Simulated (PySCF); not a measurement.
# Ionisation energy of Pb by level of theory

Pb [Xe] 4f14 5d10 6s2 6p2 (3P) → Pb+ [Xe] 4f14 5d10 6s2 6p1 (2P), as a difference of total energies. Calculation: PySCF 2.14, in aug-cc-pV5Z-PP with ECP60MDF (8s8p6d4f3g2h, 139 functions); a scalar-relativistic core potential. Correlated levels: valence: 5s2 5p6 5d10 frozen. The calculations carry no spin-orbit coupling.

```csv
method,ionisation energy (eV)
UHF,6.562
MP2 (valence),6.862
SCS-MP2 (valence),6.798
CCSD (valence),6.885
CCSD(T) (valence),6.908
```

**Question.** How much does correlation contribute at CCSD(T) (valence)?

**Answer.** 6.908 − (6.562) = 0.346 eV, measured against UHF.

Spin-orbit coupling is strong in these open shells (close to jj coupling). The scalar numbers leave it out and a first-order estimate fails, so it can dominate the gap to the real levels.

For comparison: 7.417 eV (measured; NIST Atomic Spectra Database, ionization energies).
